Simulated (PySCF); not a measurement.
SMILES B(O)(C=C)OCC, singlet, GFN2-xTB optimised geometry.

```
16

B      0.48    -0.41     0.00
C     -0.35    -1.75    -0.02
C     -1.68    -1.80     0.01
H      0.19    -2.69    -0.05
H     -2.23    -2.73     0.00
H     -2.26    -0.89     0.04
O      1.85    -0.41     0.00
H      2.26    -1.28    -0.03
O     -0.19     0.75     0.00
C      0.45     2.01     0.03
C      0.79     2.42     1.46
H      1.37     1.98    -0.57
H     -0.25     2.73    -0.41
H      1.50     1.71     1.89
H      1.24     3.41     1.47
H     -0.11     2.43     2.07
```

Density from PBE0/def2-TZVP run with PySCF at that geometry.

Minimum of the electron density along straight lines between bonded atoms, close to the bond critical point (lines longer than 1.1 times the sum of covalent radii, or with two minima, are not listed):

```json
[
 {"bond": "B1–C2", "length / Å": "1.577", "ρ at the minimum / e bohr⁻³": "0.185", "∇²ρ there / e bohr⁻⁵": "[?]", "position (fraction from the first atom)": "0.33"},
 {"bond": "C2–C3", "length / Å": "1.326", "ρ at the minimum / e bohr⁻³": "0.355", "∇²ρ there / e bohr⁻⁵": "-1.10", "position (fraction from the first atom)": "0.49"},
 {"bond": "C2–H4", "length / Å": "1.087", "ρ at the minimum / e bohr⁻³": "0.280", "∇²ρ there / e bohr⁻⁵": "-0.97", "position (fraction from the first atom)": "0.64"},
 {"bond": "C3–H5", "length / Å": "1.080", "ρ at the minimum / e bohr⁻³": "0.287", "∇²ρ there / e bohr⁻⁵": "-1.03", "position (fraction from the first atom)": "0.64"},
 {"bond": "C3–H6", "length / Å": "1.077", "ρ at the minimum / e bohr⁻³": "0.290", "∇²ρ there / e bohr⁻⁵": "-1.05", "position (fraction from the first atom)": "0.65"},
 {"bond": "B1–O7", "length / Å": "1.368", "ρ at the minimum / e bohr⁻³": "0.205", "∇²ρ there / e bohr⁻⁵": "[?]", "position (fraction from the first atom)": "0.33"},
 {"bond": "O7–H8", "length / Å": "0.955", "ρ at the minimum / e bohr⁻³": "0.365", "∇²ρ there / e bohr⁻⁵": "[?]", "position (fraction from the first atom)": "0.81"},
 {"bond": "B1–O9", "length / Å": "1.348", "ρ at the minimum / e bohr⁻³": "0.215", "∇²ρ there / e bohr⁻⁵": "1.03", "position (fraction from the first atom)": "0.33"},
 {"bond": "O9–C10", "length / Å": "1.414", "ρ at the minimum / e bohr⁻³": "0.255", "∇²ρ there / e bohr⁻⁵": "-0.49", "position (fraction from the first atom)": "0.65"},
 {"bond": "C10–C11", "length / Å": "1.524", "ρ at the minimum / e bohr⁻³": "0.250", "∇²ρ there / e bohr⁻⁵": "-0.64", "position (fraction from the first atom)": "0.51"},
 {"bond": "C10–H12", "length / Å": "1.095", "ρ at the minimum / e bohr⁻³": "0.285", "∇²ρ there / e bohr⁻⁵": "-1.01", "position (fraction from the first atom)": "0.65"},
 {"bond": "C10–H13", "length / Å": "1.095", "ρ at the minimum / e bohr⁻³": "0.285", "∇²ρ there / e bohr⁻⁵": "-1.01", "position (fraction from the first atom)": "0.65"},
 {"bond": "C11–H14", "length / Å": "1.087", "ρ at the minimum / e bohr⁻³": "0.280", "∇²ρ there / e bohr⁻⁵": "-0.97", "position (fraction from the first atom)": "0.64"},
 {"bond": "C11–H15", "length / Å": "1.087", "ρ at the minimum / e bohr⁻³": "0.279", "∇²ρ there / e bohr⁻⁵": "-0.95", "position (fraction from the first atom)": "0.64"},
 {"bond": "C11–H16", "length / Å": "1.087", "ρ at the minimum / e bohr⁻³": "0.280", "∇²ρ there / e bohr⁻⁵": "-0.96", "position (fraction from the first atom)": "0.64"}
]
```

Some entries are withheld; supply them.


- B1–C2, ∇²ρ there / e bohr⁻⁵: -0.27
- B1–O7, ∇²ρ there / e bohr⁻⁵: 0.92
- O7–H8, ∇²ρ there / e bohr⁻⁵: -2.54
